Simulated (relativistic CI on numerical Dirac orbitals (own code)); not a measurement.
**Ligand-field terms of d5**

Computed with a parametric ligand-field model of a d^n configuration (Racah B and C, spin-orbit zeta, crystal field), exact diagonalisation.

Field parameters in Wybourne normalisation: Oh B⁴₀ = 21Dq, B⁴₄ = √(5/14) B⁴₀; Td as Oh with Dq negative (B⁴₀ = 21Dq, B⁴₄ = √(5/14) B⁴₀). The field is a parameter set, without covalency.

(1) Ground term and bands for B = 910, C = 4590, ζ = 0 cm⁻¹, Td, 10Dq = -5100 cm⁻¹?

(2) Ground term and bands for B = 340, C = 1200, ζ = 0 cm⁻¹, Oh, 10Dq = 5000 cm⁻¹?

(3) Ground term and bands for B = 730, C = 3520, ζ = 0 cm⁻¹, Oh, 10Dq = 9700 cm⁻¹?

(4) Ground term and bands for B = 670, C = 2620, ζ = 0 cm⁻¹, Td, 10Dq = -6250 cm⁻¹?

(5) Ground term and bands for B = 500, C = 1870, ζ = 0 cm⁻¹, Td, 10Dq = -3100 cm⁻¹?

Results:

(1) Ground term 6A1 with 2.00 electrons in the two orbitals of the cubic e set. Spin-allowed: none. Lowest spin-forbidden: 4T1 29507 cm⁻¹ (339 nm), 4T2 31450 cm⁻¹ (318 nm), 4A1+E 32050 cm⁻¹ (312 nm). A high-spin d5 ion has no spin-allowed d-d band, hence its pale colour.

(2) Ground term 6A1 with 2.00 electrons in the two orbitals of the cubic e set. Spin-allowed: none. Lowest spin-forbidden: 4T1 5287 cm⁻¹ (1891 nm), 2T2 5798 cm⁻¹ (1725 nm), 4T2 7368 cm⁻¹ (1357 nm). A high-spin d5 ion has no spin-allowed d-d band, hence its pale colour.

(3) Ground term 6A1 with 2.00 electrons in the two orbitals of the cubic e set. Spin-allowed: none. Lowest spin-forbidden: 4T1 17787 cm⁻¹ (562 nm), 4T2 21687 cm⁻¹ (461 nm), 2T2 23125 cm⁻¹ (432 nm). A high-spin d5 ion has no spin-allowed d-d band, hence its pale colour.

(4) Ground term 6A1 with 2.00 electrons in the two orbitals of the cubic e set. Spin-allowed: none. Lowest spin-forbidden: 4T1 15312 cm⁻¹ (653 nm), 4T2 18301 cm⁻¹ (546 nm), 4A1+E 19800 cm⁻¹ (505 nm). A high-spin d5 ion has no spin-allowed d-d band, hence its pale colour.

(5) Ground term 6A1 with 2.00 electrons in the two orbitals of the cubic e set. Spin-allowed: none. Lowest spin-forbidden: 4T1 12366 cm⁻¹ (809 nm), 4T2 13883 cm⁻¹ (720 nm), 4A1+E 14350 cm⁻¹ (697 nm). A high-spin d5 ion has no spin-allowed d-d band, hence its pale colour.
